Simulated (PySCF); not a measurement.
# Ionisation energy of K²⁺ by level of theory

K²⁺ [Ne] 3s2 3p5 (2P) → K³⁺ [Ne] 3s2 3p4 (3P), as a difference of total energies. Calculation: PySCF 2.14, in pcseg-2; the non-relativistic Hamiltonian (point nucleus). Correlated levels: valence: [Ne] 3s2 frozen. The calculations carry no spin-orbit coupling.

| method | ionisation energy (eV) | difference from reference (eV) |
| --- | --- | --- |
| UHF | 44.610 | -1.193 |
| LDA | 46.177 | +0.374 |
| PBE | 45.955 | +0.152 |
| MP2 (valence) | 45.541 | -0.262 |
| SCS-MP2 (valence) | 45.588 | -0.215 |
| CCSD (valence) | 45.606 | -0.197 |
| CCSD(T) (valence) | 45.613 | -0.190 |

Reference: 45.803 eV (semi-empirical (NIST evaluation); NIST Atomic Spectra Database, ionization energies).

These non-relativistic numbers lack the scalar-relativistic shift.

The reference lies between the lowest fine-structure levels, while these numbers refer to the centres of the terms.

Errors of the correlated levels include the incompleteness of this basis and the frozen core.
